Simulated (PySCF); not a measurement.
F2Si, charge -1, doublet, at a GFN2-xTB geometry (a state made from the parent by changing its charge; the spin is typed, not shown lowest); HF/cc-pVTZ in PySCF.

Input for PySCF:
```python
from pyscf import gto, scf

mol = gto.M(
    atom='''
Si   -0.04213560   -0.02012493    0.71616938
F     1.18435672   -0.74997636   -0.51078231
F    -1.11881245    0.78128181   -0.60325896
''',
    basis='cc-pvtz',
    charge=-1,
    spin=1,
    verbose=4,
)

mf = scf.UHF(mol)
mf.kernel()
```

Write the output that PySCF gives for this input, abridged.


```
PySCF version 2.14.0

[INPUT] verbose = 4
[INPUT] num. atoms = 3
[INPUT] num. electrons = 33
[INPUT] charge = -1
[INPUT] spin (= nelec alpha-beta = 2S) = 1
[INPUT] symmetry False subgroup None
[INPUT] Mole.unit = angstrom
[INPUT] Symbol           X                Y                Z      unit          X                Y                Z       unit  Magmom
[INPUT]  1 Si    -0.042135600000  -0.020124930000   0.716169380000 AA   -0.079624744094  -0.038030605976   1.353363987000 Bohr   0.0
[INPUT]  2 F      1.184356720000  -0.749976360000  -0.510782310000 AA    2.238109834588  -1.417249920298  -0.965238675173 Bohr   0.0
[INPUT]  3 F     -1.118812450000   0.781281810000  -0.603258960000 AA   -2.114249115254   1.476408647004  -1.139994216590 Bohr   0.0

nuclear repulsion = 86.3416455086372
number of shells = 27
number of NR pGTOs = 143
number of NR cGTOs = 94
basis = cc-pvtz
ecp = {}

******** <class 'pyscf.scf.uhf.UHF'> ********
method = UHF
initial guess = minao
damping factor = 0
level_shift factor = 0
DIIS = <class 'pyscf.scf.diis.CDIIS'>
diis_start_cycle = 1
diis_space = 8
diis_damp = 0
SCF conv_tol = 1e-09
SCF conv_tol_grad = None
SCF max_cycles = 50
direct_scf = True
direct_scf_tol = 1e-13
number electrons alpha = 17  beta = 16
Set gradient conv threshold to 3.16228e-05
init E= -487.322915474492

cycle= 1 E= -487.836784684712  delta_E= -0.514  |g|= 0.542  |ddm|= 0.908
cycle= 2 E= -487.903249452978  delta_E= -0.0665  |g|= 0.441  |ddm|= 0.461
cycle= 3 E= -487.956025445535  delta_E= -0.0528  |g|= 0.0348  |ddm|= 0.153
cycle= 4 E= -487.957978530437  delta_E= -0.00195  |g|= 0.0129  |ddm|= 0.0663
cycle= 5 E= -487.958380723494  delta_E= -0.000402  |g|= 0.00582  |ddm|= 0.0295
cycle= 6 E= -487.958505926356  delta_E= -0.000125  |g|= 0.00263  |ddm|= 0.0181
cycle= 7 E= -487.958532670805  delta_E= -2.67e-05  |g|= 0.00102  |ddm|= 0.00954
cycle= 8 E= -487.958535885231  delta_E= -3.21e-06  |g|= 0.000368  |ddm|= 0.00361
cycle= 9 E= -487.958536141194  delta_E= -2.56e-07  |g|= 0.000138  |ddm|= 0.000773
cycle= 10 E= -487.958536177174  delta_E= -3.6e-08  |g|= 3.71e-05  |ddm|= 0.000257
cycle= 11 E= -487.958536179494  delta_E= -2.32e-09  |g|= 1.13e-05  |ddm|= 6.66e-05
cycle= 12 E= -487.958536179644  delta_E= -1.5e-10  |g|= 3.27e-06  |ddm|= 1.72e-05
Extra cycle  E= -487.958536179654  delta_E= -1.03e-11  |g|= 1.8e-06  |ddm|= 3.24e-06
converged SCF energy = -487.958536179654  <S^2> = 0.78857393  2S+1 = 2.0382089
```
